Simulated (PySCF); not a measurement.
Lowest empty level (eV) of eight silicon and germanium compounds: PBE beside ωB97X, computed with PySCF for isolated molecules in the bases named; differences from unrounded values. The eight are the first of their class met in an unordered collection, after screening for sound electronic states; none was chosen by its value. Each molecule has one DFT geometry for both levels.

```
molecule                                              basis  ωB97X    PBE  difference
------------------------------------------------  ---------  -----  -----  ----------
C2H4BrFSi, SMILES C=C[SiH](F)Br                   def2-TZVP   1.03  -2.13       -3.16
F₄H₂OSi₂, SMILES F[SiH2]O[Si](F)(F)F              def2-TZVP   2.00  -1.01       -3.02
C2H11NSi3, SMILES C[SiH2][Si@@H]1CN[SiH2]1        def2-TZVP   1.58  -1.18       -2.76
Si(Cl)(H)2(NHMe) (CH₆ClNSi), SMILES [SiH2](Cl)NC  def2-TZVP   2.53  -0.34       -2.87
Si(F)2(NH2)2 (F2H4N2Si), SMILES N[Si](F)(F)N      def2-TZVP   2.69  -0.23       -2.92
C2H8O2Si, SMILES C[Si@H](O)CO                     def2-TZVP   2.44  -0.51       -2.95
CH7NOSi, SMILES C[SiH](O)N                        def2-TZVP   2.80  -0.05       -2.86
Cl3H3OSi2, SMILES O([SiH2]Cl)[SiH](Cl)Cl          def2-TZVP   2.00  -0.99       -2.98
```

PBE lies below ωB97X in 8 and above it in 0 of the eight; the mean signed difference is -2.94 and the largest -3.16 eV.
